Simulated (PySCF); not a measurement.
An equivalent PySCF input for Ag⁺ (silver, charge +1), [Kr] 4d10, closed-shell 1S, with the spin-free X2C one-electron Hamiltonian (Gaussian nucleus):

```python
from pyscf import gto, scf, dft, mp, cc
import basis_set_exchange as bse
mol = gto.M(atom="Ag 0 0 0", charge=1, spin=0, symmetry="D2h",
            basis=gto.basis.parse(bse.get_basis("x2c-SVPall", elements=["Ag"], fmt="nwchem", header=False)),
            nucmod="G")
mf = dft.UKS(mol, xc="R2SCAN").sfx2c1e()
mf.irrep_nelec = {'Ag': (8, 8), 'B1g': (2, 2), 'B2g': (2, 2), 'B3g': (2, 2), 'B1u': (3, 3), 'B2u': (3, 3), 'B3u': (3, 3)}
mf.kernel()
```

It reaches the same state as the run whose output follows, with an energy that differs only through the grid. The run itself started from symmetry-adapted Hartree-Fock orbitals and held the occupation by maximum overlap, on a logarithmic radial grid, so the iterations belong to that start.

```
SCF conv_tol = 1e-09
number electrons alpha = 23  beta = 23
XC functionals = R2SCAN
    J. W. Furness, A. D. Kaplan, J. Ning, J. P. Perdew, and J. Sun.,  J. Phys. Chem. Lett. 11, 8208-8215 (2020)
    J. W. Furness, A. D. Kaplan, J. Ning, J. P. Perdew, and J. Sun.,  J. Phys. Chem. Lett. 11, 9248-9248 (2020)
    J. W. Furness, A. D. Kaplan, J. Ning, J. P. Perdew, and J. Sun.,  J. Phys. Chem. Lett. 11, 8208-8215 (2020)
    J. W. Furness, A. D. Kaplan, J. Ning, J. P. Perdew, and J. Sun.,  J. Phys. Chem. Lett. 11, 9248-9248 (2020)
cycle= 1 E= -5314.59502489442  delta_E= -0.00558  |g|= 0.0521  |ddm|= 0.0875
cycle= 2 E= -5314.59454088905  delta_E= 0.000484  |g|= 0.0671  |ddm|= 0.047
cycle= 3 E= -5314.59548205539  delta_E= -0.000941  |g|= 0.00451  |ddm|= 0.0302
cycle= 4 E= -5314.59548688824  delta_E= -4.83e-06  |g|= 0.000191  |ddm|= 0.00209
cycle= 5 E= -5314.5954868983  delta_E= -1.01e-08  |g|= 1.43e-06  |ddm|= 8.92e-05
cycle= 6 E= -5314.5954868983  delta_E= 9.09e-13  |g|= 6.32e-08  |ddm|= 7.52e-07
converged SCF energy = -5314.5954868983  <S^2> = -2.8421709e-14  2S+1 = 1
```
